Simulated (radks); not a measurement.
The numbers below are computed, except where a source is named.
Question: The cadmium ion Cd2+ is in [Kr] 4d10. Code: a radial shooting solver on a logarithmic mesh with Libxc functionals. Model: scalar-relativistic Kohn-Sham, r2SCAN, spin-polarised, spherical densities, finite nucleus; meta-GGA in the generalised Kohn-Sham scheme; Fermi nuclear charge, rms radius of each element as measured or else 0.836 A^(1/3) + 0.57 fm. Open shells are filled with parallel spins first. One electron is removed from 3d, 4p, 4s, 4d in turn, with full relaxation. Which removal costs least, and what does each cost?

Answer: 4d 38.073 eV; 4p 96.189 eV; 4s 136.28 eV; 3d 435.02 eV. The 4d electron leaves first.
